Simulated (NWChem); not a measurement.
System: SnN2H4, singlet; SMILES [NH2][Sn][NH2]

```xyz
7

Sn     0.0000     0.0000    -0.3893
N      1.4902     0.0000     0.9971
H      2.4729     0.0000     0.7465
H      1.3724     0.0000     2.0056
N     -1.4902     0.0000     0.9971
H     -1.3724     0.0000     2.0056
H     -2.4729     0.0000     0.7465
```
Atoms are numbered in this order, from 1.

All runs: NWChem. Low-valent species are run as closed-shell singlets; no triplet was tried in these runs. The geometry was optimised at PBE0/def2-SVP. def2 effective core potentials on Sn; no spin-orbit coupling.

For level TPSS/def2-SVP (core potentials):

- highest occupied level (eV) = -5.01
- orbital gap (eV) = 3.52
- dipole (D) = 1.08

**Question.** What are these values for level TPSS/STO-3G (all-electron, non-relativistic)?

**Answer.** The highest occupied level (eV) comes out as -1.68 and the orbital gap (eV) is 3.77. The dipole (D) comes out as 1.55.
